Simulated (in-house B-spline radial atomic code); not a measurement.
The numbers below are computed, except where a source is named.
## Stopping and range of 120 keV Ar in InSb

The pair potential comes from two frozen, spherical free-atom densities (PBE, B-spline radial code, scalar-relativistic past argon): electrostatics plus the change in Thomas-Fermi kinetic and Dirac exchange energy where they overlap, the recipe behind the universal ZBL potential, which averages such potentials (from solid-state densities) over many pairs. It is written V = (Z1 Z2 e²/r) φ(r/a), with e² = 14.3996 eV·Å and a = 0.46850 Å/(Z1^0.23 + Z2^0.23); ZBL's fit is φ = 0.18175 e^(−3.1998x) + 0.50986 e^(−0.94229x) + 0.28022 e^(−0.4029x) + 0.02817 e^(−0.20162x). Where φ falls below 4e-4 it is continued as an exponential.

The target is taken as amorphous, with density 5.77 g/cm³ (NSM archive of the Ioffe Institute); channelling is ignored. Masses: Ar 39.95, In 114.82, Sb 121.76 u. Nuclear stopping is S_n = 4π a Z1 Z2 e² M1/(M1 + M2) × s_n(ε), with s_n integrated over impact parameters for each pair. Electronic stopping is Lindhard and Scharff's S_e = Z1^(1/6) 8π e² a0 Z1 Z2/(Z1^(2/3) + Z2^(2/3))^(3/2) × v/v0, with a0 = 0.529177 Å and v = v0 at 24.801 keV/u; it misses the oscillations with Z1 seen in experiment, which reach tens of per cent. Compounds add by atom fraction.

```json
{"target atom": "In", "a (Å)": "0.10668", "ε at this energy": "0.7478", "s_n, this pair": "0.335", "s_n, ZBL potential": "0.3283"}
{"target atom": "Sb", "a (Å)": "0.10613", "ε at this energy": "0.7254", "s_n, this pair": "0.3355", "s_n, ZBL potential": "0.3298"}
```

(1) What are the atom density and the stopping powers at entry?

Along the track:

```json
{"E (keV)": "6", "N S_n (eV/nm)": "341", "N S_e (eV/nm)": "69"}
{"E (keV)": "18", "N S_n (eV/nm)": "428", "N S_e (eV/nm)": "120"}
{"E (keV)": "36", "N S_n (eV/nm)": "458", "N S_e (eV/nm)": "169"}
{"E (keV)": "60", "N S_n (eV/nm)": "459", "N S_e (eV/nm)": "218"}
{"E (keV)": "90", "N S_n (eV/nm)": "447", "N S_e (eV/nm)": "267"}
{"E (keV)": "120", "N S_n (eV/nm)": "431", "N S_e (eV/nm)": "309"}
```

(2) Estimate the path length and the projected range.

## Answers

(1) N = 5.77 × 0.602214/118.29 = 0.02938 atoms/Å³. For In: S_n = 4395 × 0.335 = 1472 eV·Å², S_e = 3.0127 × √120000 = 1044 eV·Å². For Sb: S_n = 4355 × 0.3355 = 1461 eV·Å², S_e = 3.0535 × √120000 = 1058 eV·Å². Averaged over the target's atoms (half each) and times N × 10 Å/nm, the ion loses N S_n = 431 eV/nm to recoils and N S_e = 309 eV/nm to electrons; the nuclear share is 58 %.

(2) With continuous slowing down the path is the integral of dE/(N (S_n + S_e)). Trapezoids over the table give 178 nm, and the stretch below the first row, with stopping taken as √E, adds 2E/(N S) = 29 nm: 207 nm in all, against 200 nm on a fine grid from 5 eV. Deflections shorten the depth: to first order in the energy passed on, N (S_n + S_e) dR_p/dE = 1 − N S_n (M2/M1) R_p/(2E), summed over the target's atoms, and integrating this on the fine grid gives R_p = 88.9 nm, 0.44 of the path. Lindhard's rule of thumb R/(1 + M2/3M1), with mean M2/M1 = 2.96, gives 101 nm; it is meant for M2/M1 below about 2. On the ZBL potential the same equation gives 90.4 nm, and the full integral equation, which keeps hard collisions, 97 nm.
